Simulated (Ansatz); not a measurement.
Correlation energies of `C[CH](C)[InH][CH](C)C` by basis set

```tsv
atom	x (Å)	y (Å)	z (Å)
C1	-0.9798	-0.4841	-3.0143
C2	-0.4944	-0.7829	-1.6045
C3	-1.5133	-1.6137	-0.8305
In4	-0.0059	1.0246	-0.4714
C5	1.2513	0.9211	1.3164
C6	0.8019	1.8980	2.3948
C7	1.3722	-0.4966	1.8590
H8	-0.2354	0.0553	-3.6064
H9	-1.8885	0.1261	-3.0071
H10	-1.2192	-1.4095	-3.5559
H11	0.4371	-1.3578	-1.6641
H12	-1.1536	-1.8984	0.1624
H13	-1.7526	-2.5417	-1.3671
H14	-2.4607	-1.0797	-0.6984
H15	-0.6617	2.5610	-0.9742
H16	2.2405	1.2384	0.9601
H17	1.4866	1.8827	3.2533
H18	0.7555	2.9271	2.0294
H19	-0.1909	1.6455	2.7821
H20	0.4100	-0.8748	2.2200
H21	2.0654	-0.5388	2.7097
H22	1.7353	-1.2020	1.1066
```

Charge 0, multiplicity 1. Correlated methods include outer-core shells of In, which these sets cover unevenly. In takes the def2 core potential. Geometry: relaxed with PBE0-D4/def2-TZVP. It is one conformer, not always the lowest. Frozen core, restricted reference, Ansatz.

```
     basis     HF (Eh)  MP2 corr.  CCSD corr.       (T)  CCSD(T) total
  def2-SVP           ?          ?    -1.06648  -0.03334              ?
def2-TZVPP  -425.19278          ?    -1.43515  -0.05490              ?
def2-QZVPP  -425.20538          ?           –         –              –
```

Q: Fill in the withheld values. (An estimate is asked.)

A: The calculation gave: def2-SVP HF (Eh): -424.93109; def2-SVP MP2 corr.: -0.97134; def2-SVP CCSD(T) total: -426.03091; def2-TZVPP MP2 corr.: -1.36877; def2-TZVPP CCSD(T) total: -426.68283; def2-QZVPP MP2 corr.: -1.62287.
